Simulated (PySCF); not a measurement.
CH₅NO₂SW, SMILES C[N]=[W]([OH])([OH])=[S], multiplicity 1. Atoms are numbered in the order given.

```xyz
11

W     -0.1726     0.1814     0.0000
N     -0.2560    -1.5658     0.0000
C      0.2588    -2.8915     0.0000
H      1.3648    -2.8827     0.0000
H     -0.0868    -3.4443     0.8910
H     -0.0868    -3.4443    -0.8910
S      1.9268     0.6906     0.0000
O     -1.0081     0.8168    -1.5811
H     -1.4397     0.2704    -2.2502
O     -1.0081     0.8168     1.5811
H     -1.4397     0.2704     2.2502
```

The structure is a stationary point at r2SCAN-D4/def2-SVP. The spin state was assumed, not searched. The def2 effective core potentials stand for the cores of W; spin–orbit coupling is left out. One conformer was computed; it need not be the lowest.

Vertical ionisation energy (IE) and electron affinity (EA) in eV. Rows of orbital energies are one-electron estimates. Where ΔSCF, EOM or ADC give a negative EA the extra electron is unbound and the value depends on the basis.

```
level                                              IE    EA
-----------------------------------------------  ----  ----
−ε(HOMO), −ε(LUMO), CAM-B3LYP/def2-TZVP (PySCF)  8.14  0.38
−ε(HOMO), −ε(LUMO), PBE/def2-TZVP (PySCF)        5.76  2.15
```
